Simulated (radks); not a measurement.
Spherical quantum dot in the effective-mass picture: electrons in a hard-walled sphere of radius 2.56, with a point charge +1 (a donor) at the centre, all in effective atomic units (hartree* = m*/eps^2 hartree, bohr* = eps/m* bohr), one dielectric constant everywhere. Calculated with a radial shooting solver with Libxc functionals: non-relativistic Kohn-Sham, r2SCAN, spin-polarised, spherical densities, generalised Kohn-Sham scheme. Levels are named by radial order and angular momentum (1s, 1p, 1d, 2s, ...), and open shells are averaged over m. Results are scaled to m* = 0.093 and eps = 4.6, for which hartree* = 119.6 meV and bohr* = 2.617 nm.

N = 29, configuration 1s2 1p6 1d10 2s(up 1, down 0) 1f(up 7, down 3). This is the lowest configuration that the search found. Occupied levels:

level    occupation  eigenvalue (meV)  <r> (nm)
1s up             1            1758.4     4.244
1s down           1            1769.8     4.306
1p up             3            1816.2     4.603
1p down           3            1825.7     4.592
1d up             5            1905.0     4.788
1d down           5            1915.5     4.776
2s up             1            2002.4     2.700
1f up             7            2024.2     4.928
1f down           3            2036.0     4.921

Energy (meV): total 31073.4, kinetic 9983.4, external -2116.9, Hartree 25636, exchange-correlation -2429.2.
